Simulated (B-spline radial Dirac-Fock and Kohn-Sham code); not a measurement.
**Kohn-Sham estimates against Dirac-Fock for the levels of Ar⁵⁺**

System: Ar⁵⁺, configuration [Ne] 3s2 3p1.

The density-functional columns are spherical, spin-unpolarised Dirac-Kohn-Sham results without Breit or QED terms: −ε is minus the orbital energy of the initial state and ΔSCF the difference of two total energies. The reference in the last column comes from Dirac-Fock energy differences between relaxed states, corrected for Breit and QED terms. All numbers are from an atomic code on a B-spline grid, in eV; a selection of levels is shown.

| level | PBE −ε | PBE ΔSCF | LDA −ε | LDA ΔSCF | Dirac-Fock |
| --- | --- | --- | --- | --- | --- |
| K (1s) | 3214.1 | 3324.2 | 3204.0 | 3313.8 | 3307.7 |
| L1 (2s) | 386.6 | 410.6 | 385.4 | 409.4 | 422.6 |
| L2 (2p1/2) | 321.5 | 348.1 | 321.4 | 347.9 | 345.7 |
| L3 (2p3/2) | 319.2 | 345.7 | 319.1 | 345.5 | 343.5 |
| M1 (3s) | 98.50 | 107.4 | 98.51 | 107.5 | 105.1 |
| M2,3 (3p) | 81.96 | 90.51 | 82.15 | 90.75 | 90.15 |

Task: Order the estimates of the K (1s) level by their distance from the Dirac-Fock value, nearest first.
A. PBE −ε
B. LDA ΔSCF
C. LDA −ε
D. PBE ΔSCF

Result: B (6.1 eV), D (16.5 eV), A (93.7 eV), C (103.7 eV).

Values without a named source are computed, but for edge energies of neutral atoms, which are taken from tables.
